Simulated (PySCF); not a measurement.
Computed structure and properties of [Tm(H2O)]3+

System: [Tm(H2O)]3+ (singlet in the valence; each metal's 4f electrons, 12 of them, lie in its core potential, out of spins and levels); start: template (C2v). Method: PySCF 2.14.0, RKS PBE0, Tm lcecp-1-SVP with ECP58, O def2-SVP, H def2-SVP; non-relativistic Hamiltonian with scalar-relativistic core potentials where named; density fitting; no spin-orbit coupling.

Input of the relaxation:

```python
mol = gto.M(atom='''
Tm     0.00000     0.00000    -0.23854
O      0.00000     0.00000     2.17146
H      0.77000    -0.00000     2.76146
H     -0.77000     0.00000     2.76146''',
    basis={'Tm': 'lcecp-1-SVP', 'O': 'def2-SVP', 'H': 'def2-SVP'},
    ecp={'Tm': 'lcecp-1-SVP'},
    charge=3, spin=0)
mf = dft.RKS(mol, xc='PBE0')
mf.grids.atom_grid = (50, 194)  # f atoms: unpruned, at least (60, 302)
mf = mf.density_fit()  # fitting sets: Tm AutoAux, O def2-universal-JKFIT, H def2-universal-JKFIT
mf.conv_tol = 1e-08; mf.max_cycle = 55
mf.kernel(dm0)  # dm0: converged density of the start geometry
# quasi-Newton relaxation in Cartesian coordinates to a largest gradient under 0.00045 Eh/bohr, steps kept in the point group
```

Run from Python with OMP_NUM_THREADS=2; the lines above give its settings. Where DIIS fails, smearing, a level shift and second-order steps follow.
It took 12 s on 2 threads of Intel(R) Xeon(R) Platinum 8259CL CPU @ 2.50GHz (Skylake/Cascade Lake), with other jobs on the host, from the converged density of the start.

Course of the relaxation:

```tsv
step	energy above end (eV)	largest force component within the symmetry (eV/Å)
0	0.3893	3.421
1	0.1803	1.724
2	0.0266	1.558
3	0.0050	0.302
4	0.0006	0.093
5	0.0000	0.008
6	0.0000	0.001
```

Relaxed geometry (C2v):

```xyz
4

Tm    0.0000    0.0000   -0.0508
O     0.0000    0.0000    2.0813
H     0.7813    0.0000    2.7127
H    -0.7813    0.0000    2.7127
```

```
     contact      Å
Tm1–O2 (H2O)  2.132
```

On the finer grid (75, 302):

The HOMO is -28.54 eV and the LUMO is -20.80 eV. The dipole about the centre of mass is 3.44 D, the set of Mulliken populations of Tm1 outside the core potential is s 2.06, p 6.06, d 0.33, f 0.02 and the D3(BJ) dispersion energy (not in the energies) is -0.060 eV.

| atom | Mulliken (e) | Löwdin (e) | spin (e) |
| --- | --- | --- | --- |
| Tm1 | 2.54 | 2.42 | 0.00 |
| O2 | -0.30 | 0.07 | 0.00 |
| H3 | 0.38 | 0.25 | 0.00 |
| H4 | 0.38 | 0.25 | 0.00 |

The 4f levels lie in the core potential and are missing. Their spin isn't counted.

On the grid (50, 194), as all that follows. Harmonic modes: a minimum; lowest 485 cm⁻¹ (negative: unstable), highest 3375 cm⁻¹, zero-point energy 0.641 eV.

Taking off one H2O (charge 0, singlet; the rest: singlet) in vacuum, both parts rigid, costs 5.46 eV; the small basis without counterpoise inflates it. Parting with an electron moved from the ligand to the metal can be far cheaper, even downhill.

Rigid scan of H2O along the line from its metal:

(distance to O2 (Å), energy (eV)): (1.83, 1.018), (1.93, 0.385), (2.03, 0.082), (2.13, 0.000), (2.23, 0.061), (2.33, 0.213), (2.53, 0.657)

One start shape was tried, so this needn't be the lowest isomer.

An lcecp potential fixes the number of 4f electrons, so in runs with it no electron can move into or out of that shell.
